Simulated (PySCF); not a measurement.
Compound: C4H9FOSi.
SMILES with atom numbers: `[CH2:1]=[C:2]([O:3][SiH3:4])[C@H:5]([CH3:6])[F:7]` (hydrogens: H8, H9 on C1; H10, H11, H12 on Si4; H13 on C5; H14, H15, H16 on C6)

The same species was optimised twice, with GFN2-xTB and with PBE0-D3(BJ)/def2-SVP (PySCF), and the same property calculations (PySCF, gas phase) were run on both structures.

```
      coordinate  GFN2-xTB  PBE0-D3(BJ)/def2-SVP  change
      O3–Si4 (Å)     1.630                 1.684  +0.054
       C1=C2 (Å)     1.323                 1.336  +0.013
       C5–C6 (Å)     1.524                 1.513  -0.011
       C2–C5 (Å)     1.513                 1.507  -0.006
       C2–O3 (Å)     1.350                 1.354  +0.004
       C5–F7 (Å)     1.379                 1.375  -0.004
   C2–O3–Si4 (°)     133.1                 126.3    -6.8
    C2–C5–C6 (°)     111.2                 112.4    +1.2
    C1–C2–O3 (°)     125.3                 125.9    +0.6
    C2–C5–F7 (°)     110.2                 109.8    -0.4
    O3–C2–C5 (°)     110.8                 110.4    -0.4
    C6–C5–F7 (°)     109.2                 109.4    +0.2
    C1–C2–C5 (°)     123.9                 123.8    -0.1
C1–C2–O3–Si4 (°)        -2                    -1      +1
 C1–C2–C5–C6 (°)       107                   116      +9
```

Rotational constants: A = 4465, B = 1166, C = 1006 MHz (GFN2-xTB) against A = 4476, B = 1177, C = 998.4 MHz (PBE0-D3(BJ)/def2-SVP). Point groups within 0.08 Å: C1 and C1.

On the GFN2-xTB structure: HOMO (eV) -7.04 [PBE0/pcSseg-1]; LUMO (eV) 0.18 [PBE0/pcSseg-1]; dipole (D) 1.88 [PBE0/pcSseg-1]; GIAO shielding of C1 (ppm) 98.5 [PBE0/pcSseg-1]; GIAO shielding of C2 (ppm) 17.1 [PBE0/pcSseg-1]; GIAO shielding of O3 (ppm) 240.3 [PBE0/pcSseg-1]; GIAO shielding of Si4 (ppm) 391.7 [PBE0/pcSseg-1]; GIAO shielding of C5 (ppm) 94.2 [PBE0/pcSseg-1]; GIAO shielding of C6 (ppm) 163.3 [PBE0/pcSseg-1]; GIAO shielding of F7 (ppm) 382.9 [PBE0/pcSseg-1].

Q: What do these properties become on the PBE0-D3(BJ)/def2-SVP structure?

A: 
```tsv
property	level	on GFN2-xTB	on PBE0-D3(BJ)/def2-SVP	change
HOMO (eV)	PBE0/pcSseg-1	-7.04	-6.99	+0.05
LUMO (eV)	PBE0/pcSseg-1	0.18	0.17	-0.01
dipole (D)	PBE0/pcSseg-1	1.88	1.88	0.00
energy, GFN2-xTB geometry as zero (kcal/mol)	PBE0/pcSseg-1	0.0	-2.8	-2.8
GIAO shielding of C1 (ppm)	PBE0/pcSseg-1	98.5	96.2	-2.3
GIAO shielding of C2 (ppm)	PBE0/pcSseg-1	17.1	15.0	-2.1
GIAO shielding of O3 (ppm)	PBE0/pcSseg-1	240.3	234.0	-6.3
GIAO shielding of Si4 (ppm)	PBE0/pcSseg-1	391.7	386.9	-4.8
GIAO shielding of C5 (ppm)	PBE0/pcSseg-1	94.2	95.3	+1.1
GIAO shielding of C6 (ppm)	PBE0/pcSseg-1	163.3	162.9	-0.4
GIAO shielding of F7 (ppm)	PBE0/pcSseg-1	382.9	385.0	+2.1
```

The heavy atoms differ by 0.081 Å rms after alignment. Among bonds between heavy atoms O3–Si4 changes most (+0.054 Å). Changes are differences of the printed values. Neither structure is proved a minimum here.

Conformer computed: `[CH2:1]=[C:2]([O:3][SiH3:4])[C@H:5]([CH3:6])[F:7]`: C1–C2–O3–Si4 -1°, C1–C2–C5–C6 116°.
